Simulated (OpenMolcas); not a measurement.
**Ionisation energies of sulfur**

* Program: OpenMolcas 26.06
* Basis: ANO-RCC-VQZP [6s5p3d2f1g]
* Scalar Hamiltonian: DKH2, point nucleus
* Spin-orbit coupling: RASSI with atomic mean-field integrals over the reference wave functions, term energies averaged over their components

Active shells in each charge state: the valence s, p shells, with orbitals averaged over the low states. Where CASPT2's correlated closed shells are named, they are those of the first ion.

A. CASSCF
B. SS-CASPT2, IPEA 0.25 Eh, imaginary shift 0.1 Eh (closed shells correlated: 2s 2p)
C. SS-CASPT2, IPEA 0 Eh, imaginary shift 0.1 Eh (closed shells correlated: 2s 2p)

Energies in eV between the lowest computed levels (charge -1 gives the electron affinity), named as in B; reference values from the NIST Atomic Spectra Database with their kind.

```csv
From,To,A,B,C,Spin-orbit share in B,Reference
S- 3s2 3p5 2P* 3/2,S 3s2 3p4 3P2,0.893,1.940,1.833,-0.005,
S 3s2 3p4 3P2,S+ 3s2 3p3 4S* 3/2,9.035,10.110,10.031,+0.023,10.360 (measured)
S+ 3s2 3p3 4S* 3/2,S2+ 3s2 3p2 3P0,22.403,23.222,23.333,-0.062,23.338 (measured)
S2+ 3s2 3p2 3P0,S3+ 3s2 3p 2P* 1/2,33.710,34.564,34.679,-0.007,34.860 (semi-empirical)
S3+ 3s2 3p 2P* 1/2,S4+ 3s2 1S0,46.003,46.968,47.083,+0.070,47.222 (semi-empirical)
S4+ 3s2 1S0,S5+ 3s 2S 1/2,72.178,72.342,72.344,+0.000,72.594 (measured)
S5+ 3s 2S 1/2,S6+ 2p6 1S0,87.581,87.707,87.709,+0.000,88.053 (measured)
```

Error against the reference values, in %:

```csv
From,Reference,A,B,C
S,measured,-12.8,-2.4,-3.2
S+,measured,-4.0,-0.5,0
S2+,semi-empirical,-3.3,-0.8,-0.5
S3+,semi-empirical,-2.6,-0.5,-0.3
S4+,measured,-0.6,-0.3,-0.3
S5+,measured,-0.5,-0.4,-0.4
```

Mean absolute error over the 4 measured values: A 0.79 eV, B 0.24 eV, C 0.23 eV.

No diffuse functions were added, so the electron affinity comes out too small, and without dynamic correlation a bound anion can come out unbound.

* marks odd parity.
